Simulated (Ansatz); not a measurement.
Relaxation of a periodic cell of 13 atoms, Mg12Cu (host Mg, host structure hcp, interstitial Cu), to a largest force component of 0.03 eV/Å in at most 60 steps.

The calculation used Ansatz 0.2.0, DFT PBE-D3(BJ), scalar-relativistic, plane waves, PAW. Settings: cutoff 420 eV, k mesh 3x2x3, fermi-dirac smearing 0.05 eV, no spin polarisation.

```xyz
13
Lattice="6.4200 0.0000 0.0000 -4.8150 8.3398 0.0000 0.0000 0.0000 5.2130" Properties=species:S:1:pos:R:3
Mg 0.000 0.000 0.000
Mg 0.000 1.853 2.607
Mg -1.605 2.780 0.000
Mg -1.605 4.633 2.607
Mg -3.210 5.560 0.000
Mg -3.210 7.413 2.607
Mg 3.210 0.000 0.000
Mg 3.210 1.853 2.607
Mg 1.605 2.780 0.000
Mg 1.605 4.633 2.607
Mg 0.000 5.560 0.000
Mg 0.000 7.413 2.607
Cu -1.582 2.804 3.279
```

**Question.** Where does it end, and by what steps?

**Answer.** The run converged. The force dipped under the threshold on the way, but the program's further checks kept it going. Limits of this set-up: coarse k mesh. After 18 steps the energy has fallen by 5.102 eV; Cu13 moved furthest, 1.09 Å. Parted: Mg4–Mg8. Joined: Mg5–Cu13, Mg9–Cu13, Mg10–Cu13.

```csv
step,energy less start (eV),largest force component (eV/Å),accepted
0,0.0000,6.618,yes
1,-2.8931,3.270,yes
2,-3.9713,1.505,yes
3,-4.3757,0.810,yes
4,-4.6473,0.360,yes
5,-4.7790,0.297,yes
6,-4.8595,0.169,yes
7,-4.9141,0.167,yes
8,-4.9733,0.107,yes
9,-5.0026,0.119,yes
10,-5.0252,0.037,yes
11,-5.0412,0.036,yes
12,-5.0550,0.086,yes
13,-5.0760,0.070,yes
14,-5.0740,0.249,no
15,-5.0928,0.026,yes
16,-5.0978,0.035,yes
17,-5.1011,0.023,yes
18,-5.1018,0.014,yes
```

```xyz
13
Lattice="6.4200 0.0000 0.0000 -4.8150 8.3398 0.0000 0.0000 0.0000 5.2130" Properties=species:S:1:pos:R:3
Mg 0.354 0.076 0.201
Mg -0.352 1.786 3.038
Mg -1.518 2.753 0.597
Mg -1.210 4.924 2.576
Mg -2.899 5.457 -0.043
Mg -3.333 7.160 2.730
Mg 3.499 0.112 -0.369
Mg 2.591 1.390 2.216
Mg 1.665 2.848 -0.189
Mg 1.831 4.463 2.417
Mg 0.381 5.713 -0.139
Mg 0.008 7.506 2.335
Cu -2.597 3.094 3.547
```

Whether the end is a true minimum wasn't checked by a vibrational analysis.

Run time: 2.7 min on 2 threads of Arm Neoverse V2, with other jobs on the host, peak memory 0.76 GiB.
